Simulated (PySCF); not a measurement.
**Ar (argon, neutral) across methods**

[Ar], closed-shell 1S. Computed with PySCF 2.14 in aug-cc-pwCVQZ (10s9p7d5f3g, 134 functions), with no relativity, point nucleus. The B2PLYP total includes its PT2 part (frozen core); its orbital energies are those of the SCF part.

```tsv
method	E (hartree)	mean ε 2p (eV)	mean ε 3s (eV)	mean ε 3p (eV)	Σ⟨r²⟩ (bohr²)	⟨S²⟩
wB97X-V	-527.4746	-238.76	-29.797	-14.558	26.12	0.000
PBE	-527.3452	-229.77	-24.063	-10.288	26.23	0.000
r2SCAN	-527.5158	-233.07	-25.179	-10.729	26.00	0.000
MN15	-527.5414	-235.17	-27.155	-12.833	25.85	0.000
LDA	-525.9454	-229.76	-24.040	-10.405	26.30	0.000
B2PLYP	-527.4286	-246.34	-29.893	-13.514	26.14	0.000
PBE0	-527.3874	-237.67	-26.999	-11.981	26.05	0.000
UHF	-526.81681	-260.46	-34.761	-16.084	26.04	0.000
```
